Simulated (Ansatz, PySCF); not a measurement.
Reaction (SMILES): Cl[Si]Br + 3 [H][H] (H2) → Br (HBr) + Cl (HCl) + [SiH4] (SiH4)
Each molecule is optimised on its own at B3LYP-D3(BJ)/def2-TZVP (Ansatz, a program for electronic structure). Unstable Hartree-Fock reference: Cl[Si]Br.
Geometry of the first species:
```xyz
3

Si     0.3791     0.3746     1.0903
Cl     1.1144     1.8306    -0.2184
Br    -0.6929    -1.0390    -0.3300
```

Quantity: energy of full hydrogenation (enthalpy at 298 K, with B3LYP-D3(BJ) rigid-rotor harmonic-oscillator terms from PySCF), in kcal/mol. Correlated levels leave the core frozen unless marked. Spin-orbit coupling is left out. Frozen are the shells of the preceding noble gas and the d and f shells that filled before the atom's block. Non-relativistic. Basis-set limits of correlation are two-point, X^-3; Hartree-Fock from the larger set.

```csv
level,program,energy of full hydrogenation (kcal/mol)
revPBE/def2-TZVPD,Ansatz,(withheld)
TPSS-D4/def2-TZVPD,PySCF + dftd4,3.4
PBE0-D4/def2-TZVP,Ansatz + dftd4,0.2
wB97M-V/def2-TZVPD,Ansatz,(withheld)
wB97X/def2-TZVPD,Ansatz,-7.1
B2PLYP/def2-TZVPD,Ansatz,(withheld)
CCSD/STO-3G,Ansatz,5.1
CCSD/def2-TZVPP,Ansatz,(withheld)
"CCSD(T)/CBS(def2-TZVPP,def2-QZVPP)",Ansatz,0.8
```

Q: What belongs in the gaps?

A: 
- revPBE/def2-TZVPD, energy of full hydrogenation (kcal/mol): 6.2
- wB97M-V/def2-TZVPD, energy of full hydrogenation (kcal/mol): 2.5
- B2PLYP/def2-TZVPD, energy of full hydrogenation (kcal/mol): 1.5
- CCSD/def2-TZVPP, energy of full hydrogenation (kcal/mol): -4.9
